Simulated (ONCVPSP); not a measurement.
Varying the ONCV potential for Si (Z = 14)

Base potential:

| Property | Result |
| --- | --- |
| Element | silicon (Si) |
| Generator | ONCVPSP 4.0.1 |
| Type | optimised norm-conserving Vanderbilt (ONCV) |
| Functional | LDA (Perdew-Zunger) |
| Relativity | scalar-relativistic |
| Frozen core | [Ne] |
| Valence charge | 4 |
| Reference configuration | 3s1.5 3p2.5 |
| Partial waves | 3s: rc 1.50 bohr, ncon 4, nbas 7, qcut 3.9 1/bohr, 1 projector; 3p: rc 2.40 bohr, ncon 4, nbas 8, qcut 4.1 1/bohr, 2 projectors, debl 1.6 Ha; d scattering state at 0.07 Ha: rc 2.10 bohr, ncon 5, nbas 8, qcut 4.1 1/bohr, 2 projectors, debl 3.2 Ha |
| Local potential | polynomial inside 1.00 bohr (lpopt 4, dvloc0 1 Ha) |
| Core correction | none |

All-electron outer shells of the reference configuration (LDA (Perdew-Zunger), scalar-relativistic, ld1.x):

```
shell  level (eV)  outermost node (bohr)  outermost maximum (bohr)
   2s     -139.55                   0.15                      0.45
   2p      -96.41                      –                      0.39
   3s      -11.27                   0.72                      1.77
   3p       -4.47                   0.72                      2.11
```

Cutoffs, loose and tight: the cutoffs (Ha) at which the residual kinetic energy of the hardest occupied pseudo-wave falls to 1 and 0.1 mHa per electron. They do not see the model core or the augmentation charge, which bear on the density cutoff. Test errors are all-electron minus pseudo excitation energies from the reference, over the configurations 3s2 3p2; 3s2 3p1; 3s2 3p0; 3s0 3p4. A dash means not determined; rows that change the core or the reference have their own tests.

For the base: The cutoffs count occupied waves only; projector 2 of the d channel, the hardest unoccupied one, needs 53 Ha at the loose tolerance.

| change | outcome | cutoff, loose | cutoff, tight | bound ghosts | GHOST(+) flags above zero | largest test error (meV) |
| --- | --- | --- | --- | --- | --- | --- |
| base | generated | 7.7 Ha | 20 Ha | none | s | +26 |
| p: nbas 7 | generated | 7.7 Ha | 20 Ha | none | s | +27 |
| d: rc 2.82 | generated | 7.7 Ha | 20 Ha | none | s, d | +26 |
| core correction Teter function, fcfact 2.25, rcfact 1.1 | generated | 7.7 Ha | 20 Ha | none | s | +24 |

Problem. What comes out with this change to the base: s: qcut 4.5?

Solution. outcome: generated; cutoff, loose: 7.9 Ha; cutoff, tight: 27 Ha; bound ghosts: none; GHOST(+) flags above zero: s; largest test error (meV): +25.

Problem. What comes out with this change to the base: s: qcut 4.6; p: qcut 4.9; d: qcut 4.9?

Solution. outcome: generated; cutoff, loose: 7.9 Ha; cutoff, tight: 27 Ha; bound ghosts: none; GHOST(+) flags above zero: s; largest test error (meV): +28.
